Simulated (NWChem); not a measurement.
Molecule: CH₆O₂SSi; SMILES S[Si](O)(C)O

```xyz
11

C      1.6185     1.0943     0.4109
Si    -0.0674     0.4120    -0.0052
O     -0.4969     1.1305    -1.4310
O     -1.2578     0.7535     1.1035
S     -0.0493    -1.7586    -0.1088
H      1.5648     2.1865     0.4821
H      1.9898     0.7029     1.3635
H      2.3472     0.8450    -0.3685
H     -1.3766     0.9043    -1.7671
H     -1.2908     0.1969     1.8943
H      1.1083    -1.8716    -0.7956
```
Atoms are numbered in this order, from 1.

Results from NWChem. Pople sets run with spherical d functions. Structure relaxed at the B3LYP/6-31G* (spherical d) level. Level: PBE0/6-31G* with SMD (1 M gas to 1 M solution), gas-phase geometry. Reactions with the solvent are ignored.

```csv
solvent,dielectric constant,solvation free energy (kcal/mol),cavity-dispersion-structure term (kcal/mol),dipole in solution (D)
water,78.4,-10.0,3.0,1.31
methanol,32.6,-12.2,…,1.30
ethanol,24.9,-11.9,0.1,1.27
diethyl ether,4.24,-7.8,-2.6,1.17
```

Q: Fill in the missing entries.

A: 
- methanol, cavity-dispersion-structure term (kcal/mol): 0.6
